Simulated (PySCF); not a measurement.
Deuteron quadrupole couplings in `C=CS(=O)(=O)O[SiH3]`

C2H6O3SSi.
SMILES with atom numbers: `[CH2:1]=[CH:2][S:3](=[O:4])(=[O:5])[O:6][SiH3:7]` (hydrogens: H8, H9 on C1; H10 on C2; H11, H12, H13 on Si7)

Cartesian coordinates in Å at the GFN2-xTB level; atoms count from 1:
```
atom  x, y, z in Å
C1    -2.4816    0.3807    0.5062
C2    -1.7004   -0.2616   -0.3299
S3    -0.0832   -0.7592    0.2159
O4     0.0481   -0.5815    1.6260
O5     0.2657   -2.0256   -0.3417
O6     0.7588    0.3645   -0.5209
Si7    2.3883    0.4779   -0.3398
H8    -3.4667    0.7327    0.2441
H9    -2.1324    0.5657    1.5089
H10   -1.9184   -0.5175   -1.3499
H11    3.0282   -0.7466   -0.8155
H12    2.7049    0.7431    1.0618
H13    2.5844    1.6279   -1.2196
```

Level: PBE0/pcSseg-1 (PySCF, non-relativistic); Q(2H) = 0.00286 b; rigid geometry, the same for H and D, with no vibrational averaging.

Task: Rank these positions by the coupling χzz of a deuteron there, largest first.
A. H12 (Si–H hydrogen)
B. H10 (vinylic hydrogen)
C. H9 (vinylic hydrogen)
D. H8 (vinylic hydrogen)

Result: B (226 kHz), D (222 kHz), C (217 kHz), A (106 kHz).

Task: Give the electric field gradient Vzz (the principal value of largest size), its asymmetry and the 2H coupling at each hydrogen.

Result: 
```csv
atom,bonded to,bond length (Å),Vzz (au),η,χzz (kHz)
H8,C1,1.078,0.3299,0.02,222
H9,C1,1.078,0.3224,0.03,217
H10,C2,1.074,0.3359,0.08,226
H11,Si7,1.461,0.1581,0.04,106
H12,Si7,1.461,0.1583,0.03,106
H13,Si7,1.461,0.1601,0.02,108
```

Task: Average by the element that carries the hydrogen.

Result: on C: 221 kHz over 3 positions, mean bond length 1.077 Å; on Si: 107 kHz over 3 positions, mean bond length 1.461 Å.

Task: Give the 2H NMR doublet splittings at H11 for a magnetic field along the z, y and x axes of the gradient: 3χ/2, 3χ(1 + η)/4, 3χ(1 − η)/4.

Result: With |χ| = 106.2 kHz and η = 0.035: 159, 82 and 77 kHz, to first order and without motion.

Isolated species at its GFN2-xTB geometry (one conformer only). GFN2-xTB bond lengths can be off by several hundredths of an ångström, more for odd bonds, and the gradients follow them. The small basis limits the accuracy of the gradients.
